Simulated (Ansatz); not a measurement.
`[CH3][Sn][OH]` + H–F → `[OH][Sn][F]` + CH₄ at 700 K and 1 bar (ligand exchange at the Sn–C bond).

Calculated with Ansatz (gas phase, PBE0-D4/def2-TZVP geometries, no zero-point term in ΔE). CBS: MP2 limit from def2 TZ/QZ plus the TZ coupled-cluster correction, frozen cores. This one scheme is used for every species. Elements past krypton have def2 core potentials. For Sn outer-core shells are correlated without core-valence functions, which leaves a few kJ/mol of doubt a bond. Each species was taken in one conformer, which may not be the lowest.

| species | CCSD(T)/CBS energy (Eh) | H − E (kJ/mol) | S (J/(mol·K)) |
| --- | --- | --- | --- |
| `[CH3][Sn][OH]` | -329.68108 | 180.6 | 395.6 |
| H–F | -100.39570 | 45.2 | 198.5 |
| `[OH][Sn][F]` | -389.66871 | 78.4 | 349.2 |
| CH₄ | -40.46206 | 145.9 | 224.0 |

H − E and S are ideal-gas, rigid-rotor, harmonic terms from PBE0-D4/def2-TZVP, for one conformer and one mirror image of each species. 1 Eh = 2625.50 kJ/mol, R = 8.31446 J/(mol·K).

**Question.** By hand: ΔE, ΔH, ΔS and ΔG.

**Answer.** ΔE = (-389.66871) + (-40.46206) − (-329.68108) − (-100.39570) = -0.05399 Eh = -141.8 kJ/mol. Δ(H − E) = 78.4 + 145.9 − 180.6 − 45.2 = -1.5, so ΔH = -143.3 kJ/mol. ΔS = 349.2 + 224.0 − 395.6 − 198.5 = -20.9 J/(mol·K). ΔG = -143.3 − 700 × (-20.9)/1000 = -128.7 kJ/mol.

**Question.** By hand: the equilibrium constant, and the temperature at which ΔG would vanish if ΔH and ΔS stayed fixed.

**Answer.** log₁₀ K = −ΔG/(RT ln 10) = 9.6. ΔG = 0 at ΔH/ΔS = 6856 K, far beyond where these terms or the molecules hold.

ΔH outweighs TΔS. A doubt of 5 kJ/mol in ΔE shifts log₁₀ K by 0.4 here. Other conformers and mirror images would add mixing entropy, several J/(mol·K) or more a flexible species. These are equilibria of isolated gas molecules and say nothing of rates. Largest T1 diagnostic: 0.018 (customary marks: 0.02 for closed shells, 0.045 for open ones).
